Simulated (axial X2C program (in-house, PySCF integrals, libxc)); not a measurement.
# TaC: from the spin-free to the two-component result

All values were computed with an in-house relativistic program for diatomic molecules. Spin-free means the one-electron spin-free X2C Hamiltonian; two-component (2c) means X2C with spin–orbit coupling and atomic mean-field two-electron Coulomb and Gaunt terms, so the difference of the two also holds small scalar two-electron terms. Basis: Ta dyall-cv3z [13s14p9d7f4g], C dyall-v3z [7s6p2d1f] (cores contracted in-house); Gaussian nuclei, density fitting, unrestricted open shells. Masses: Ta 180.948 u, C 12.000 u.

Spin-free state: M_S = 3/2, Λ = 2 (beyond evenly filled blocks: 2 × σα, δ+α); fragments Ta + C.

```csv
level,Re (Å),ωe (cm⁻¹),De (eV),μ (D)
TPSS,1.770,986.0,5.411,-3.94
```

Dipoles are positive if C is the positive end.

Two-component determinant lowest at the distance of the search:

Ω = 1/2 (⟨Sz⟩ = -1.49, ⟨Lz⟩ = 1.99 at TPSS); fragments Ta + C.

```json
{"level": "TPSS", "Re (Å)": "1.770", "ωe (cm⁻¹)": "982.5", "μ (D)": "-3.95"}
```

Problem. From the two tables, how do the constants change at the TPSS level (2c against spin-free)?

Solution. At the TPSS level Re is unchanged within 0.001 Å and ωe goes down by 3.5 cm⁻¹.

De is counted from the lowest determinant-based energies of the atoms at the same level, without counterpoise correction. De is not given where an atomic determinant may have missed its ground term or J level, or where the truncated virtual space spoils (T). Density functionals use the spin component along the axis (collinear). The functionals have no current-density term, which raises determinants with orbital currents, atoms included. The state is one determinant with fixed occupations, lowest in a PBE0 search at one distance only: followed along the bond, the spin-free determinant M_S = 1/2, Λ = 0 reaches 0.25 eV lower at PBE0, at Re = 1.723 Å, so the state shown is not the lowest. With several unpaired electrons one determinant need not be a pure state. At some level and bond length an empty orbital lies below a filled one. The determinant is spin-polarised beyond a pure state at some levels (its spin-free form has ⟨S²⟩ too high), which makes Re and μ there less reliable.
